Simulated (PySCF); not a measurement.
Coordinates in bohr (charge 0 multiplicity 2):
```
Os    0.0000    0.0000    0.0000
H     3.0198    0.0000    0.0000
H    -1.5099    2.6152    0.0000
H    -1.5099   -2.6152    0.0000
```

These are results of PySCF, UPBE0, basis Os def2-TZVP with ECP60, H def2-TZVP (scalar-relativistic core potentials, no spin–orbit coupling, density fitting), not measurements.

This geometry of OsH3 is a stationary point at this level.

**Question.** What is the point group?

**Answer.** D3h.

**Question.** Is it a minimum?

**Answer.** No: it has 1 imaginary mode, at 988i cm⁻¹ (a2'').

**Question.** Which band is strongest in the infrared?

**Answer.** 2235 cm⁻¹ (e'), 213 km/mol.

**Question.** What are the dipole moment and the gap between the highest occupied and lowest empty levels of either spin?

**Answer.** 0.00 D and 3.51 eV.

Other isomers or separated fragments may lie lower. Open d and f shells are described by one determinant, and the ground state may have another occupation or spin. At this level a doublet minimum of C3v symmetry lies 69 kJ/mol below this structure. Spin–orbit coupling, left out here, can matter for elements this heavy.
